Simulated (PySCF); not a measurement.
SMILES [CH2]C(O)CC(C)C (C6H13O), doublet (GFN2-xTB optimised geometry):

```
20

C     -3.398    -0.514     2.161
C     -1.930    -0.607     2.191
O     -1.448    -1.902     1.917
C     -1.312     0.432     1.206
C      0.220     0.435     1.229
C      0.760     1.083     2.500
C      0.752     1.172     0.000
H     -3.889     0.351     2.559
H     -3.984    -1.261     1.661
H     -1.554    -0.372     3.196
H     -1.839    -2.205     1.090
H     -1.659     0.182     0.200
H     -1.694     1.422     1.459
H      0.561    -0.604     1.193
H      1.848     1.091     2.484
H      0.442     0.537     3.383
H      0.411     2.111     2.582
H      1.839     1.172     0.000
H      0.409     2.205     0.000
H      0.411     0.697    -0.917
```

Computed with unrestricted PBE0/def2-SVP in PySCF 2.14.0.

Problem. What are the frontier orbital energies (α orbitals alone; a β orbital can be the lowest empty one) and the dipole moment?

Solution. HOMO-2 -8.81 eV, HOMO-1 -7.77 eV, HOMO -6.00 eV, LUMO 1.67 eV, LUMO+1 2.20 eV; dipole moment 1.40 D.

On the same geometry unrestricted PBE/def2-SVP (PySCF) gives HOMO-2 -7.33 eV, HOMO-1 -6.00 eV, HOMO -4.54 eV, LUMO 0.77 eV, LUMO+1 1.29 eV; dipole moment 1.27 D.

Meta-Löwdin charges at PBE0/def2-SVP: C1 -0.25, C2 0.14, O3 -0.51, C4 -0.19, C5 -0.04, C6 -0.30, C7 -0.30, H8 0.11, H9 0.11, H10 0.10, H11 0.31, H12 0.08, H13 0.09, H14 0.09, H15 0.10, H16 0.10, H17 0.09, H18 0.10, H19 0.09, H20 0.09.
